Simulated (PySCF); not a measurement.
C5H10SSi.
Z-matrix (Å and degrees, GFN2-xTB geometry), rows numbered from 1:
```
C 
C   1  1.5267
C   2  1.5327  1  110.95
C   2  1.4891  1  111.99  3  -122.60
C   4  1.3462  2  131.93  1     7.46
Si  5  1.8661  4   99.41  2   179.07
S   4  1.7802  2  119.96  1  -173.08
H   1  1.0877  2  110.38  3    59.84
H   1  1.0876  2  110.76  3  -179.57
H   1  1.0875  2  109.90  3   -59.67
H   2  1.0978  1  109.16  3   118.80
H   3  1.0873  2  110.13  1  -179.77
H   3  1.0883  2  110.21  1   -59.93
H   3  1.0873  2  110.24  1    60.13
H   5  1.0760  4  125.43  2    -0.86
H   6  1.4534  5  119.03  4   105.24
H   6  1.4538  5  118.57  4  -104.53
```

Theory: TDDFT PBE0/def2-SVPD, vertical, gas phase, core orbitals frozen in the response (PySCF 2.14.0, density-fitted response routines).

Orbital energies (eV): HOMO-3 -8.83, HOMO-2 -8.55, HOMO-1 -8.25, HOMO -6.20, LUMO -0.47, LUMO+1 -0.34, LUMO+2 0.25.

**Question.** Among the lowest singlets, which states do these configurations lead, and at what energies: HOMO→LUMO, HOMO-1→LUMO+1, HOMO-1→LUMO, HOMO→LUMO+2, HOMO→LUMO+1?

**Answer.** 

| state | leading configuration | weight | Δε (eV) | E (eV) | E − Δε (eV) | f | other configurations |
| --- | --- | --- | --- | --- | --- | --- | --- |
| S1 | HOMO→LUMO | 0.98 | 5.73 | 4.42 | -1.31 | 0.0059 | – |
| S2 | HOMO→LUMO+1 | 0.96 | 5.87 | 4.81 | -1.05 | 0.049 | – |
| S3 | HOMO→LUMO+2 | 0.94 | 6.45 | 5.02 | -1.43 | 0.0017 | – |
| S6 | HOMO-1→LUMO+1 | 0.95 | 7.92 | 6.37 | -1.55 | 0.0011 | – |
| S7 | HOMO-1→LUMO | 0.62 | 7.78 | 6.68 | -1.10 | 0.023 | H→L+5 (21%) |

E − Δε runs from -1.55 to -1.05 eV. By orbital difference alone the order would be S1, S2, S3, S7, S6. Δε is the difference of the two orbital energies.

H and L stand for HOMO and LUMO. The other states: S4 5.71 eV, f 0.0023, H→L+3 (93%); S5 6.30 eV, f 0.0011, H→L+4 (90%); S8 6.69 eV, f 0.066, H→L+5 (55%), H-1→L (22%), H→L+6 (18%).

**Question.** Which computed triplets share their leading configuration (75% or more) with a singlet, and how far apart are the partners?

**Answer.** 

```json
{"configuration": "HOMO→LUMO+1", "triplet": "T1", "E(T) (eV)": "3.55", "singlet": "S2", "E(S) (eV)": "4.81", "E(S) − E(T) (eV)": "+1.26"}
{"configuration": "HOMO→LUMO", "triplet": "T2", "E(T) (eV)": "4.17", "singlet": "S1", "E(S) (eV)": "4.42", "E(S) − E(T) (eV)": "+0.24"}
{"configuration": "HOMO→LUMO+2", "triplet": "T3", "E(T) (eV)": "4.69", "singlet": "S3", "E(S) (eV)": "5.02", "E(S) − E(T) (eV)": "+0.33"}
```

The 3 triplets are Tamm–Dancoff values, the singlets full response.

Summed over the main configurations (up to three a state, each over 8%) of all 8 singlets, the electron leaves HOMO with weight 5.65 and HOMO-1 with weight 1.79.

One conformer stands for the species.
